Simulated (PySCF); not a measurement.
## How methods differ on the excitation energy of Re

Re [Xe] 4f14 5d5 6s2 (6S) → Re [Xe] 4f14 5d5 6s1 7s1 (8S), as a difference of total energies. All numbers are calculated (PySCF 2.14, scalar relativity by spin-free X2C-1e, in x2c-TZVPPall with one added diffuse shell each of s, p, d, f type (12s8p8d4f1g, 113 functions)). Correlated levels: valence: [Xe] 4f14 frozen. The calculations carry no spin-orbit coupling.

| method | excitation energy (eV) |
| --- | --- |
| UHF | 3.584 |
| MP2 (valence) | 4.849 |
| SCS-MP2 (valence) | 5.191 |
| CCSD (valence) | 4.923 |
| CCSD(T) (valence) | 5.031 |

How much does correlation contribute at CCSD(T) (valence)?

5.031 − (3.584) = 1.447 eV, measured against UHF.

The promoted electron is Rydberg-like, and one or two diffuse shells describe it only roughly, which tends to raise the upper state.
